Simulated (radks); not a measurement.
Question: The tin ion Sn17+, [Ar] 3d10 4s2 4p3. Calculated with a radial shooting solver on a logarithmic mesh with Libxc functionals: non-relativistic Kohn-Sham, exchange-only PBE, spin-polarised, spherical densities, point nucleus. Every spin shell is full or empty, so the densities are truly spherical. Functionals are evaluated on that one density, not self-consistently. Rank these orbital-free kinetic functionals by their error against the exact value of the orbitals, and give that value: Thomas-Fermi, von Weizsacker, TF + vW, TF + vW/9, LC94, revAPBEK, Perdew 92, Thakkar, Pearson, DePristo-Kress, Ernzerhof.

Answer: Exact: 5910.09 hartree. From best to worst, with 100 (|E| - |E exact|)/|E exact| (equal figures are ties): DePristo-Kress -0.05, LC94 +0.10, Ernzerhof -0.34, revAPBEK +0.34, Thakkar -0.52, Perdew 92 -0.63, TF + vW/9 -0.64, Pearson -0.93, Thomas-Fermi -5.37, TF + vW +37.21, von Weizsacker -57.42.
